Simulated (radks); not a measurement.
Results of a calculation; reference values are marked as such.
Spherical quantum dot in the effective-mass picture: electrons in a parabolic well V = omega^2 r^2 / 2 with omega = 0.537, all in effective atomic units (hartree* = m*/eps^2 hartree, bohr* = eps/m* bohr), one dielectric constant everywhere. Level of theory: non-relativistic Kohn-Sham, PBE, spin-polarised, spherical densities (a radial shooting solver with Libxc functionals). Levels are named by radial order and angular momentum (1s, 1p, 1d, 2s, ...), and open shells are averaged over m.

N = 16, configuration 1s2 1p6 1d(up 5, down 3). This is the lowest configuration that the search found. Occupied and some empty levels:

| level | occupation | eigenvalue (hartree*) | <r> (bohr*) |
|---|---|---|---|
| 1s up | 1 | 5.8450 | 2.378 |
| 1s down | 1 | 5.8576 | 2.338 |
| 1p up | 3 | 6.0733 | 2.934 |
| 1p down | 3 | 6.0936 | 2.917 |
| 1d up | 5 | 6.3389 | 3.313 |
| 1d down | 3 | 6.3622 | 3.308 |
| 2s up | 0 | 6.4134 | 2.802 |
| 2s down | 0 | 6.4247 | 2.818 |
| 1f up | 0 | 6.6383 | 3.610 |
| 1f down | 0 | 6.6624 | 3.613 |
| 2p up | 0 | 6.7570 | 3.165 |
| 2p down | 0 | 6.7700 | 3.170 |

Energy (hartree*): total 62.7227, kinetic 6.7169, external 23.273, Hartree 37.768, exchange-correlation -5.0354.
